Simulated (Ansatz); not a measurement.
System: C3H7Si (charge -1, singlet). It need not be the lowest isomer of its formula. Whether it binds its extra electron was not tested at this geometry. 
Geometry from a B3LYP-D3(BJ)/def2-TZVP (Ansatz, a first-principles code) optimisation:
```
C
H 1 1.0951
H 1 1.0998 2 108.21
C 1 1.5266 2 108.38 3 -122.85
C 4 1.3436 1 122.41 2 -15.94
H 4 1.1080 5 126.08 1 177.26
H 5 1.1118 4 109.25 6 -1.19
Si 1 1.8696 2 108.60 3 118.85
H 8 1.4857 1 112.33 2 52.16
H 8 1.4924 9 107.24 1 -123.18
H 8 1.5070 9 105.77 10 -111.15
```
Charge -1, spin multiplicity 1.

Total electronic energies in hartree. Cores are frozen in the correlated levels unless marked. No spin-orbit coupling. No relativistic terms. CBS marks a two-point X^-3 extrapolation of the correlation energy; Hartree-Fock from the larger set.

```
level                                                program  energy (Eh)
--------------------------------------------  --------------  -----------
HF/aug-cc-pV(D+d)Z                                    Ansatz   -406.52362
HF/cc-pV(T+d)Z                                        Ansatz   -406.55510
HF/aug-cc-pV(Q+d)Z                                    Ansatz   -406.57254
r2SCAN-D3(BJ)/def2-TZVPD                      Ansatz + dftd3   -407.89161
B3LYP-D3(BJ)/def2-TZVPD                       Ansatz + dftd3   -408.04162
PBE0-D3(BJ)/def2-TZVP                         Ansatz + dftd3   -407.72135
LC-wPBE-D3(BJ)/def2-TZVPD                     Ansatz + dftd3   -407.82479
B2GP-PLYP/def2-TZVPD                                  Ansatz   -407.68477
MP2/6-31G                                             Ansatz   -406.69101
MP2/6-31G*                                            Ansatz   -406.92779
SCS-MP2/cc-pVTZ                                       Ansatz   -407.20495
CCSD(T)/cc-pV(D+d)Z                                   Ansatz   -407.10559
CCSD(T)/aug-cc-pV(T+d)Z                               Ansatz   -407.29888
CCSD(T)/cc-pV(Q+d)Z                                   Ansatz   -407.32823
CCSD(T)/CBS(aug-cc-pV(T+d)Z,aug-cc-pV(Q+d)Z)          Ansatz    -407.3576
```

Totals of different functionals don't rank their quality; only differences between species are comparable.
